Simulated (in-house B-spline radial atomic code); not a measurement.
Successive ionisation energies of thallium; each step leads to the configuration of the next row (after the last: [He] 2s2 2p3). Dirac energy differences include first-order Breit, QED and recoil terms. NIST's values go from ground level to ground level; the uncertainty of those that are theory runs from under 0.1 % in few-electron ions to several per cent in heavy many-electron ones. Computed with an all-electron radial atomic-structure program (B-spline basis): Dirac-Hartree-Fock, average of the configuration, finite nuclei.

```tsv
ion	configuration	ionisation energy (eV)	tabulated value (eV)	computed minus tabulated (eV)	highest orbital	largest mean radius (bohr)
Tl67+	[Ne] 3s2 3p2	7897.2	8260	-363	3p3/2	0.16577
Tl68+	[Ne] 3s2 3p1	?	?	?	?	?
Tl69+	[Ne] 3s2	8729.9	8730	0	3s1/2	0.16265
Tl70+	[Ne] 3s1	8880.3	8880	0	3s1/2	0.16201
Tl71+	[He] 2s2 2p6	?	?	?	?	?
Tl72+	[He] 2s2 2p5	20166.6	19440	727	2p3/2	0.066706
Tl73+	[He] 2s2 2p4	20562.1	19840	722	2p3/2	0.066438
```

(1) Fill in the row of Tl68+.

(2) Fill in the row of Tl71+.

(3) Where is the largest jump?

Where a p, d or f electron is removed, the computed value is a mean over both j, so it misses the tabulated one by a part of the spin-orbit splitting; averaging over terms and missing correlation add to the gap, relatively most at low charge.

Results:

(1) ionisation energy (eV): 8042.4; tabulated value (eV): 8420; computed minus tabulated (eV): -378; highest orbital: 3p3/2; largest mean radius (bohr): 0.16502.

(2) ionisation energy (eV): 19774.7; tabulated value (eV): 19070; computed minus tabulated (eV): 705; highest orbital: 2p3/2; largest mean radius (bohr): 0.066976.

(3) From Tl70+ to Tl71+, by a factor of 2.23 (8880.3 to 19775 eV); the highest orbital goes from 3s1/2 to 2p3/2.
